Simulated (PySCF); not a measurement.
Compound: C3H12O2Si2.
Bonds: C1–O2, O2–Si3, Si3–O4, O4–C5, C5–C6, C6–Si7. Hydrogens: H8, H9, H10 on C1; H11, H12 on Si3; H13, H14 on C5; H15, H16 on C6; H17, H18, H19 on Si7.

The calculation used PBE0-D3(BJ)/def2-SVP geometry optimisation, gas phase (PySCF 2.14.0).

Problem. List the bond lengths, angles and torsions at this level.

Solution. 
```json
{"bond": "C1–O2", "length (bohr)": "2.644", "order": "single"}
{"bond": "O2–Si3", "length (bohr)": "3.129", "order": "single"}
{"bond": "Si3–O4", "length (bohr)": "3.133", "order": "single"}
{"bond": "O4–C5", "length (bohr)": "2.657", "order": "single"}
{"bond": "C5–C6", "length (bohr)": "2.865", "order": "single"}
{"bond": "C6–Si7", "length (bohr)": "3.566", "order": "single"}
{"bond": "C1–H8, C1–H9, C1–H10", "length (bohr)": "2.087", "order": "single"}
{"bond": "Si3–H11", "length (bohr)": "2.833", "order": "single"}
{"bond": "Si3–H12", "length (bohr)": "2.794", "order": "single"}
{"bond": "C5–H13, C5–H14", "length (bohr)": "2.093", "order": "single"}
{"bond": "C6–H15, C6–H16", "length (bohr)": "2.085", "order": "single"}
{"bond": "Si7–H17, Si7–H18, Si7–H19", "length (bohr)": "2.826", "order": "single"}
```

Bonds in one row agree within 0.02 bohr and their mean is given. Orders are formal, as drawn. A selection of angles:
```json
{"angle": "O2–C1–H8", "degrees": "111.7"}
{"angle": "O2–C1–H10", "degrees": "109.0"}
{"angle": "H8–C1–H9", "degrees": "108.0"}
{"angle": "C1–O2–Si3", "degrees": "125.2"}
{"angle": "O2–Si3–O4", "degrees": "113.8"}
{"angle": "O2–Si3–H11", "degrees": "108.6"}
{"angle": "O2–Si3–H12", "degrees": "106.0"}
{"angle": "O4–Si3–H11", "degrees": "107.6"}
{"angle": "H11–Si3–H12", "degrees": "114.1"}
{"angle": "Si3–O4–C5", "degrees": "126.5"}
{"angle": "O4–C5–C6", "degrees": "110.4"}
{"angle": "O4–C5–H13", "degrees": "109.1"}
{"angle": "O4–C5–H14", "degrees": "110.8"}
{"angle": "C6–C5–H13", "degrees": "110.1"}
{"angle": "H13–C5–H14", "degrees": "106.7"}
{"angle": "C5–C6–Si7", "degrees": "114.8"}
{"angle": "C5–C6–H15", "degrees": "109.3"}
{"angle": "Si7–C6–H15", "degrees": "108.5"}
{"angle": "Si7–C6–H16", "degrees": "108.5"}
{"angle": "H15–C6–H16", "degrees": "106.3"}
{"angle": "C6–Si7–H17", "degrees": "110.6"}
{"angle": "C6–Si7–H18", "degrees": "109.9"}
{"angle": "H17–Si7–H18", "degrees": "108.8"}
{"angle": "H17–Si7–H19", "degrees": "108.1"}
```

Dihedral angles: C1–O2–Si3–O4 70° (synclinal); O2–Si3–O4–C5 -82° (synclinal); Si3–O4–C5–C6 -140° (anticlinal); O4–C5–C6–Si7 -178° (antiperiplanar). The mirror-image conformer, all signs reversed, is as good.

Si7 (SiH3 silicon) is tetrahedral (angles from 108.1° to 110.6°). O4 (silyl ether oxygen) is bent (angle 126.5°). Si3 (oxygen-bound silicon) is distorted tetrahedral (angles from 106.0° to 114.1°).

Point group: C1 (no symmetry element, even within 0.4 Å). Not checked by PBE0-D3(BJ)/def2-SVP frequencies. One conformer, not necessarily the lowest.

Cost: about 12 min of CPU time on one thread; the machine was shared, so the figure is rough. That covers the optimisation of the geometry.
